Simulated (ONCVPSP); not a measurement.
**Logarithmic derivatives: hafnium (Hf), ONCV**

- Element: hafnium (Hf)
- Generator: ONCVPSP 4.0.1
- Type: optimised norm-conserving Vanderbilt (ONCV)
- Functional: LDA (Perdew-Wang 92)
- Relativity: scalar-relativistic
- Frozen core: [Xe] 4f14
- Valence charge: 4
- Reference configuration: 5d2 6s1.75 6p0.25
- Partial waves: 6s: rc 2.65 bohr, ncon 3, nbas 7, qcut 2.5 1/bohr, 1 projector; 6p: rc 4.00 bohr, ncon 4, nbas 8, qcut 2.1 1/bohr, 2 projectors, debl 2.5 Ha; 5d: rc 3.20 bohr, ncon 4, nbas 9, qcut 5.1 1/bohr, 2 projectors, debl 1.1 Ha
- Local potential: polynomial inside 2.40 bohr (lpopt 1, dvloc0 2 Ha)
- Core correction: Teter function, fcfact 2, rcfact 1.2

The phase is arctan(r·R′/R) of the radial function R(r), unwrapped; energies in Ha, scanned from -2 to 5 Ha. A pole is an energy at which the radial function vanishes at the test radius. The pseudo phase is shifted by a multiple of π to meet the all-electron one at the reference energy, and phase errors are pseudo minus all-electron; the curves can meet again beyond the range given. Levels narrower than the energy grid can be missing from the lists of poles. Where the grid stepped over a known ghost or core level, its pole and its step of π were put in at the level’s energy.

Question: For each channel, where are the poles, and over which energies does the pseudopotential scatter like the atom?

Answer:

| channel | radius (bohr) | reference energy (Ha) | poles, all-electron | poles, pseudo | unbroken range about the reference energy with phases within 0.05 rad | phase error 1 Ha above the reference energy (rad) |
| --- | --- | --- | --- | --- | --- | --- |
| s | 2.69 | -0.20 | 1.16 | 0.75, 1.94 | below 0.6 | -0.104 |
| p | 4.07 | -0.06 | -1.33, 0.38, 2.14, 4.73 | 0.36, 2.11, 3.20 | -1.3 to 0.6 | -0.656 |
| d | 3.24 | -0.12 | 0.06, 2.01 | 0.06, 2.02 | below 3.0 | +0.000 |

Note: no bound ghost flagged; GHOST(+) flagged for p at 83.0 eV.

Phases in the s channel:

```json
{"E (Ha)": "-1.98", "all-electron": "1.315", "pseudo": "1.294"}
{"E (Ha)": "-1.80", "all-electron": "1.289", "pseudo": "1.270"}
{"E (Ha)": "-1.62", "all-electron": "1.259", "pseudo": "1.241"}
{"E (Ha)": "-1.44", "all-electron": "1.221", "pseudo": "1.204"}
{"E (Ha)": "-1.26", "all-electron": "1.171", "pseudo": "1.153"}
{"E (Ha)": "-1.08", "all-electron": "1.100", "pseudo": "1.081"}
{"E (Ha)": "-0.90", "all-electron": "0.993", "pseudo": "0.972"}
{"E (Ha)": "-0.72", "all-electron": "0.811", "pseudo": "0.790"}
{"E (Ha)": "-0.54", "all-electron": "0.476", "pseudo": "0.457"}
{"E (Ha)": "-0.36", "all-electron": "-0.101", "pseudo": "-0.108"}
{"E (Ha)": "-0.18", "all-electron": "-0.692", "pseudo": "-0.692"}
{"E (Ha)": "0.00", "all-electron": "-1.043", "pseudo": "-1.050"}
{"E (Ha)": "0.18", "all-electron": "-1.233", "pseudo": "-1.249"}
{"E (Ha)": "0.36", "all-electron": "-1.347", "pseudo": "-1.375"}
{"E (Ha)": "0.54", "all-electron": "-1.423", "pseudo": "-1.468"}
{"E (Ha)": "0.72", "all-electron": "-1.478", "pseudo": "-1.556"}
{"E (Ha)": "0.90", "all-electron": "-1.520", "pseudo": "-1.685"}
{"E (Ha)": "1.08", "all-electron": "-1.557", "pseudo": "-2.276"}
{"E (Ha)": "1.26", "all-electron": "-1.589", "pseudo": "-4.337"}
{"E (Ha)": "1.44", "all-electron": "-1.619", "pseudo": "-4.558"}
{"E (Ha)": "1.62", "all-electron": "-1.650", "pseudo": "-4.635"}
{"E (Ha)": "1.80", "all-electron": "-1.683", "pseudo": "-4.683"}
{"E (Ha)": "1.98", "all-electron": "-1.722", "pseudo": "-4.721"}
{"E (Ha)": "2.16", "all-electron": "-1.769", "pseudo": "-4.755"}
{"E (Ha)": "2.34", "all-electron": "-1.835", "pseudo": "-4.791"}
{"E (Ha)": "2.52", "all-electron": "-1.935", "pseudo": "-4.832"}
{"E (Ha)": "2.70", "all-electron": "-2.114", "pseudo": "-4.886"}
{"E (Ha)": "2.88", "all-electron": "-2.499", "pseudo": "-4.968"}
{"E (Ha)": "3.06", "all-electron": "-3.276", "pseudo": "-5.122"}
{"E (Ha)": "3.24", "all-electron": "-3.940", "pseudo": "-5.518"}
{"E (Ha)": "3.42", "all-electron": "-4.238", "pseudo": "-6.586"}
{"E (Ha)": "3.60", "all-electron": "-4.383", "pseudo": "-7.294"}
{"E (Ha)": "3.78", "all-electron": "-4.466", "pseudo": "-7.527"}
{"E (Ha)": "3.96", "all-electron": "-4.521", "pseudo": "-7.634"}
{"E (Ha)": "4.14", "all-electron": "-4.560", "pseudo": "-7.695"}
{"E (Ha)": "4.32", "all-electron": "-4.590", "pseudo": "-7.736"}
{"E (Ha)": "4.50", "all-electron": "-4.613", "pseudo": "-7.766"}
{"E (Ha)": "4.68", "all-electron": "-4.633", "pseudo": "-7.790"}
{"E (Ha)": "4.86", "all-electron": "-4.649", "pseudo": "-7.809"}
```
